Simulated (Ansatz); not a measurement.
Cr₅O₁₅, relaxed as a singlet with RKS r2SCAN-D4/def2-SVP in Ansatz, starting from the GFN1-xTB geometry. Force threshold 0.03 eV/Å.

The structure holds 3 bonds between oxygen atoms, so isomers without such links may lie far lower. The restricted singlet is unstable towards broken spin symmetry at other levels; at r2SCAN-D4/def2-SVP this wasn't settled. The structure comes from a short search, and lower isomers may exist.

Start:

```csv
atom,x (Å),y (Å),z (Å)
Cr1,0.819,2.214,-0.479
Cr2,-1.446,-1.914,-0.189
Cr3,0.547,-2.467,1.100
Cr4,-2.691,0.082,-1.069
Cr5,1.560,0.807,1.444
O6,2.192,0.901,-0.361
O7,-1.558,1.214,-1.376
O8,-4.098,0.437,-0.625
O9,-0.693,2.981,-0.384
O10,2.538,2.135,-0.749
O11,1.091,2.306,1.321
O12,-0.085,-3.111,-0.497
O13,-2.454,-1.500,-1.373
O14,0.246,-1.895,-0.680
O15,1.247,-0.923,1.436
O16,1.874,2.401,-1.846
O17,1.057,-3.595,1.976
O18,-0.731,2.297,-1.490
O19,1.901,-0.487,2.459
O20,-1.317,-1.883,1.381
```

```json
{"step": "1", "energy (eV)": "-172742.0717", "largest force component (eV/Å)": "7.730", "SCF passes": "74"}
{"step": "2", "energy (eV)": "-172745.4761", "largest force component (eV/Å)": "3.679", "SCF passes": "57"}
{"step": "3", "energy (eV)": "-172746.9917", "largest force component (eV/Å)": "1.535", "SCF passes": "59"}
{"step": "4", "energy (eV)": "-172747.7172", "largest force component (eV/Å)": "2.604", "SCF passes": "58"}
{"step": "5", "energy (eV)": "-172748.9538", "largest force component (eV/Å)": "2.903", "SCF passes": "68"}
{"step": "6", "energy (eV)": "-172750.0620", "largest force component (eV/Å)": "1.747", "SCF passes": "64"}
{"step": "7", "energy (eV)": "-172750.8611", "largest force component (eV/Å)": "1.792", "SCF passes": "63"}
{"step": "8", "energy (eV)": "-172751.2645", "largest force component (eV/Å)": "1.773", "SCF passes": "64"}
{"step": "9", "energy (eV)": "-172751.4219", "largest force component (eV/Å)": "1.695", "SCF passes": "71"}
{"step": "10", "energy (eV)": "-172751.8015", "largest force component (eV/Å)": "1.196", "SCF passes": "65"}
{"step": "11", "energy (eV)": "-172752.1081", "largest force component (eV/Å)": "0.759", "SCF passes": "74"}
{"step": "13", "energy (eV)": "-172752.4200", "largest force component (eV/Å)": "0.886", "SCF passes": "76"}
{"step": "15", "energy (eV)": "-172752.6066", "largest force component (eV/Å)": "0.389", "SCF passes": "63"}
{"step": "17", "energy (eV)": "-172752.7179", "largest force component (eV/Å)": "1.390", "SCF passes": "61"}
{"step": "19", "energy (eV)": "-172754.7224", "largest force component (eV/Å)": "3.508", "SCF passes": "61"}
{"step": "21", "energy (eV)": "-172756.0446", "largest force component (eV/Å)": "1.804", "SCF passes": "61"}
{"step": "23", "energy (eV)": "-172756.7737", "largest force component (eV/Å)": "0.739", "SCF passes": "59"}
{"step": "25", "energy (eV)": "-172756.9363", "largest force component (eV/Å)": "0.461", "SCF passes": "54"}
{"step": "27", "energy (eV)": "-172757.0091", "largest force component (eV/Å)": "0.312", "SCF passes": "50"}
{"step": "29 (rejected)", "energy (eV)": "-172756.7722", "largest force component (eV/Å)": "1.359", "SCF passes": "58"}
{"step": "31", "energy (eV)": "-172757.0717", "largest force component (eV/Å)": "0.131", "SCF passes": "51"}
{"step": "33", "energy (eV)": "-172757.0878", "largest force component (eV/Å)": "0.396", "SCF passes": "50"}
{"step": "35 (rejected)", "energy (eV)": "-172757.0771", "largest force component (eV/Å)": "0.342", "SCF passes": "51"}
{"step": "37", "energy (eV)": "-172757.0974", "largest force component (eV/Å)": "0.022", "SCF passes": "47"}
{"step": "39", "energy (eV)": "-172757.0978", "largest force component (eV/Å)": "0.009", "SCF passes": "41"}
```

Force components are those of the run's own axes.

End:

```xyz
20

Cr    1.249    1.959   -0.425
Cr   -1.635   -1.803   -0.281
Cr    0.134   -2.263    1.310
Cr   -3.277   -0.155   -1.328
Cr    2.096    0.361    1.464
O     2.352    0.692   -0.327
O    -2.535    0.288   -2.625
O    -3.453    0.938   -0.234
O    -0.381    1.316   -0.648
O     2.026    3.450    0.088
O     0.988    1.600    1.504
O     0.063   -2.621   -0.581
O    -3.219   -1.884   -0.842
O    -0.172   -1.330   -1.180
O     1.523   -1.279    1.541
O     1.976    3.387   -1.286
O     0.061   -3.569    2.119
O     0.187    1.627   -1.866
O     3.387    0.553    2.285
O    -1.370   -1.266    1.312
```

Bonds lost: Cr3–O14, O6–O10, O7–O18, O15–O19 (atoms count from 1).

The force fell under the threshold at step 37, but the optimiser went on. No frequencies were taken in this run, so the end may be a saddle point.

Hardware: 2 threads of AMD EPYC 7R13 on a shared host and a share (18 GiB) of an NVIDIA H100 80GB HBM3. Wall time 3.1 min, peak host memory 1.1 GiB.
